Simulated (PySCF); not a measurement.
Correlation energy of Ne²⁺ (neon, charge +2)

[He] 2s2 2p4, high-spin 3P determinant. Computed with PySCF 2.14 in dyall-acv3z (15s9p4d2f, 76 functions), with the non-relativistic Hamiltonian (point nucleus). Frozen: 1s2; 6 electrons correlated; the 19 highest virtual orbitals of each spin left out.

| level | correlation energy (mhartree) |
| --- | --- |
| CCSD | -166.77 |
| (T) | -1.72 |
| CCSD(T) | -168.49 |

Diagnostics: T1 = 0.0028, D1 = 0.0064, largest double amplitude 0.021.

Cost of the coupled-cluster step: of the order of 3 core-seconds, for 6 correlated electrons.

Iterations:

```
CC2 = 0
CCSD nocc = (np.int64(4), np.int64(2)), nmo = (56, 56)
frozen orbitals [[0, 57, 58, 59, 60, 61, 62, 63, 64, 65, 66, 67, 68, 69, 70, 71, 72, 73, 74, 75], [0, 57, 58, 59, 60, 61, 62, 63, 64, 65, 66, 67, 68, 69, 70, 71, 72, 73, 74, 75]]
max_cycle = 100
direct = 0
conv_tol = 1e-08
conv_tol_normt = 1e-06
diis_space = 8
diis_start_cycle = 0
Init t2, MP2 energy = -0.152704099741212
Init E_corr(UCCSD) = -0.152704099754672
cycle = 1  E_corr(UCCSD) = -0.164277947675188  dE = -0.0115738479  norm(t1,t2) = 0.0167649
cycle = 2  E_corr(UCCSD) = -0.166131811947171  dE = -0.00185386427  norm(t1,t2) = 0.00493489
cycle = 3  E_corr(UCCSD) = -0.16679376899916  dE = -0.000661957052  norm(t1,t2) = 0.00187344
cycle = 4  E_corr(UCCSD) = -0.166759585572045  dE = 3.41834271e-05  norm(t1,t2) = 0.000344343
cycle = 5  E_corr(UCCSD) = -0.166765085332049  dE = -5.49976e-06  norm(t1,t2) = 5.92764e-05
cycle = 6  E_corr(UCCSD) = -0.166765644077808  dE = -5.58745759e-07  norm(t1,t2) = 1.11701e-05
cycle = 7  E_corr(UCCSD) = -0.166765435215268  dE = 2.0886254e-07  norm(t1,t2) = 2.43802e-06
cycle = 8  E_corr(UCCSD) = -0.166765441083259  dE = -5.86799048e-09  norm(t1,t2) = 4.24175e-07
UCCSD converged
E(UCCSD) = -126.5477682904023  E_corr = -0.1667654410832588
UCCSD(T) correction = -0.00171631962962068
```
